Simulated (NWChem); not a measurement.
**Total energies of H$_{2}$O$_{3}$P**

```
P
O 1 1.4875
O 1 1.6229 2 115.15
H 3 0.9675 1 111.70 2 -149.88
O 1 1.6419 2 116.58 3 -114.56
H 5 0.9672 1 111.60 2 -42.64
```
Charge 0, spin multiplicity 2.

All runs are NWChem calculations. Structure: optimised with UPBE0/def2-SVP, a minimum by its harmonic frequencies. It is one conformer; others weren't searched.

Basis set: def2-TZVP (142 functions).

```json
[
 {"method": "UHF", "total energy (Ha)": "-566.65512", "relative cost": "1"},
 {"method": "UMP2", "total energy (Ha)": "-567.49696", "relative cost": "under 3"},
 {"method": "UB2PLYP", "total energy (Ha)": "-568.12238", "relative cost": "under 3"},
 {"method": "UPBE", "total energy (Ha)": "-568.00234", "relative cost": "under 3"},
 {"method": "UB3LYP", "total energy (Ha)": "-568.40343", "relative cost": "under 3"},
 {"method": "UTPSS", "total energy (Ha)": "-568.43108", "relative cost": "under 3"}
]
```

Total energies of different functionals aren't comparable as a measure of quality: only differences taken within one method are. The cost column gives rough processor time relative to UHF; each entry includes its own SCF.

The correlated methods keep 8 core orbitals frozen. B3LYP has NWChem's definition, with VWN1-RPA local correlation. The structure started from a generated list of species. No SCF solution was tested for a lower state. Open-shell Hartree-Fock references start from PBE0 orbitals; any time given for them includes that run.
